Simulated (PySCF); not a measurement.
# How methods differ on the ionisation energy of Pd³⁵⁺

Pd³⁵⁺ [Ne] 3s1 [3s1/2^1, M_J = 1/2] → Pd³⁶⁺ [Ne], as a difference of total energies. Calculation: PySCF 2.14, in an uncontracted even-tempered set (18 s from 6.6 bohr⁻², ratio 2.4; 13 p from 8.6 bohr⁻², ratio 2.4; 4 d from 28 bohr⁻², ratio 2.6; 4 f from 42 bohr⁻², ratio 2.6); the two-component X2C-1e Hamiltonian. Correlated levels: 1s2 frozen; the 50 highest virtual spinors dropped. "Screened" scales the spin-orbit matrix elements by Boettger's factors to mimic the two-electron term; Breit and QED terms are absent.

| method | ionisation energy (eV) |
| --- | --- |
| GHF (screened spin-orbit) | 2248.6 |
| GMP2 (screened spin-orbit) | 2249.3 |

Breit and QED terms and the two-electron picture change are absent.

For comparison: 2248.87 ± 0.07 eV (semi-empirical (NIST evaluation); NIST Atomic Spectra Database, ionization energies).
